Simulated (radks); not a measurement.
Values are calculated unless marked as measured or tabulated.
Spin polarisation of the 5p2 shell in Sn. Start: [Kr] 4d10 5s2 5p(up 1, down 1); electrons of 5p are moved from spin down to spin up, other shells keep equal spins. Level of theory: scalar-relativistic Kohn-Sham, PBEsol, spin-polarised, spherical densities, finite nucleus; Fermi nuclear charge, rms radius of each element as measured or else 0.836 A^(1/3) + 0.57 fm (a radial shooting solver on a logarithmic mesh with Libxc functionals).

moment (Bohr magnetons),E - E(0) (eV),e(5p up) (eV),e(5p down) (eV),5s down minus up (eV),4d down minus up (eV)
0,0.000,-3.709,-3.709,0.000,0.000
0.5,-0.041,-3.859,-3.534,0.297,0.040
1,-0.163,-3.986,-3.331,0.597,0.081
1.5,-0.369,-4.090,-3.098,0.903,0.122
2,-0.660,-4.172,-2.826,1.216,0.164

At moment 2 the spin-polarisation energy is -0.660 eV and the 5p exchange splitting 1.346 eV, that is 0.673 eV per Bohr magneton; E = -I m^2/4 would give I = 0.660 eV.
